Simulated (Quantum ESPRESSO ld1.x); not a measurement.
Values are calculated unless marked as measured or tabulated.
Q: Mo+, 41 electrons, occupied as [Kr] 4d1 5s2 5p2 (not the ground configuration). Code: ld1.x of Quantum ESPRESSO 7.5. Model: scalar-relativistic Kohn-Sham, LDA (Slater exchange, Perdew-Zunger correlation), spin-polarised, spherical densities, point nucleus; open shells are filled with parallel spins first. Some entries of the table are withheld. Estimate them.

orbital  occ.  eigenvalue (eV)  <1/r> (bohr^-1)  <r> (bohr)
1s up       1       -19820.429            43.50     0.03520
1s down     1       -19820.379            43.50     0.03520
2s up       1        -2822.896            9.792      0.1539
2s down     1        -2822.720            9.792      0.1539
2p up       3        -2528.212            9.527      0.1340
2p down     3        -2528.055            9.528      0.1340
3s up       1         -501.271            3.361      0.4296
3s down     1         -501.113            3.362      0.4296
3p up       3         -404.747            3.200      0.4311
3p down     3         -404.574            3.200      0.4310
3d up       5         -247.293            2.970      0.4152
3d down     5         -247.080            2.970      0.4150
4s up       1          -88.525            1.260       1.085
4s down     1          -87.647            1.262       1.083
4p up       3          -61.876            1.130       1.192
4p down     3          -60.944            1.133       1.190
4d up       1              (1)           0.8497       1.556
4d down     0              (2)           0.8542       1.548
5s up       1          -16.453           0.4754       2.739
5s down     1          -15.185           0.4728       2.759
5p up       2          -10.693           0.3961       3.260
5p down     0           -9.539           0.3873       3.336

A: 
(1) 4d up eigenvalue (eV): -23.742
(2) 4d down eigenvalue (eV): -22.669
